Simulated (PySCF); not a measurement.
ZrO2, SMILES [O]=[Zr]=[O], multiplicity 1. The structure is a stationary point at PBE-D3(BJ)/def2-TZVP. The spin state was assumed, not searched. The isomer is the one that the SMILES or the coordinates give; other isomers of the formula were not compared. The def2 effective core potentials stand for the cores of Zr; spin–orbit coupling is left out.

Method: PBE-D3(BJ)/def2-TZVP run with PySCF.

Harmonic wavenumbers (cm⁻¹): 304, 844, 910. Rotational constants (GHz): 18.82, 7.734, 5.482; symmetry number 2.

Question: Work out the zero-point energy and the ideal-gas rigid-rotor harmonic-oscillator thermochemistry at 298.15 K and 1 atm.

Answer: ZPE = ½ Σ hcν = ½ × 2058 cm⁻¹ = 12.31 kJ/mol. H − E(el) = 23.63 kJ/mol. Entropy in J/(mol K): translation 168.78, rotation 92.62, vibration 7.13, total 268.53. G − E(el) = -56.43 kJ/mol. Cp = 44.69 J/(mol K).
